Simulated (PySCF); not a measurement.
C₂H₄BN₃, SMILES NB1N=CC=N1.

The structure is a stationary point at B3LYP-D3(BJ)/def2-SVP. This is a generated structure with no PubChem entry under its InChIKey; it may be hypothetical. The values are those of a single conformer.

Calculation: TDA-PBE/def2-SVPD (PySCF).

Vertical excitations.  State labels are in the subgroup C2v.

Computed UV-visible absorptions:
```
state  symmetry  energy (eV)  λ (nm)      f                            main pairs
-----  --------  -----------  ------  -----  ------------------------------------
S1           A2         2.65     468  0.000                       HOMO→LUMO 100 %
S2           B1         2.83     438  0.001                     HOMO−1→LUMO 100 %
S3           B2         4.70     264  0.018                      HOMO−2→LUMO 93 %
S4           A1         5.28     235  0.246                      HOMO−3→LUMO 89 %
S5           B2         5.80     214  0.012                     HOMO→LUMO+1 100 %
S6           A1         5.92     209  0.026                    HOMO−1→LUMO+1 98 %
S7           B1         6.22     199  0.006                      HOMO→LUMO+2 98 %
S8           A2         6.25     198  0.000  HOMO−4→LUMO 68 %, HOMO−1→LUMO+2 32 %
S9           A2         6.34     195  0.000  HOMO−1→LUMO+2 66 %, HOMO−4→LUMO 31 %
S10          B1         6.57     189  0.000                      HOMO−5→LUMO 96 %
T1           A2         2.28     544      0                       HOMO→LUMO 100 %
T2           B1         2.34     530      0                     HOMO−1→LUMO 100 %
T3           B2         3.17     392      0                      HOMO−2→LUMO 98 %
T4           A1         3.67     338      0                      HOMO−3→LUMO 99 %
```
Triplets are in the Tamm–Dancoff approximation.
